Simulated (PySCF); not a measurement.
Compound: C6H6P2.
SMILES: `[H]/P=P\C1=CC=CC=C1`

Torsions of this conformer, `[H]/[P:1]=[P:2]\[c:3]1[cH:4][cH:5][cH:6][cH:7][cH:8]1`: P1–P2–C3–C4 34°.

The closed-shell ground state was solved at several levels (PySCF, density fitting, gas phase, non-relativistic). Geometry: PBE0-D3(BJ)/def2-SVP, one conformer, isolated molecule.

```tsv
level	basis functions	total energy (Eh)	HOMO (eV)	LUMO (eV)	gap (eV)	dipole (D)
PBE0/pcSseg-1	180	-914.3362	-7.03	-2.87	4.16	2.95
wB97X-D/pcSseg-1	180	-914.7749	-8.72	-1.28	7.44	2.93
```

(1) Estimate the row for CAM-B3LYP/def2-SVPD, a basis of 216 functions; the other rows only guide the guess.

(2) Over all these levels, which gives the widest orbital gap and which the narrowest?

(3) How far do the dipole and the HOMO energy spread over the levels?

## Answers

(1) Total energy -914.4359 Eh, HOMO -8.02 eV, LUMO -1.71 eV, gap 6.31 eV, dipole 2.52 D.

(2) wB97X-D/pcSseg-1 (range-separated hybrid) has the widest, 7.44 eV, and PBE0/pcSseg-1 (global hybrid, 25 % exact exchange) the narrowest, 4.16 eV. The two share the basis. From the narrowest to the widest the HOMO moves by -1.69 eV and the LUMO by +1.59 eV.

(3) The dipole runs from 2.52 to 2.95 D (mean 2.80 D) and the HOMO from -8.72 to -7.03 eV.

The pairwise dispersion term of wB97X-D wasn't added to the energies; at a given geometry it leaves orbitals and properties as they are.
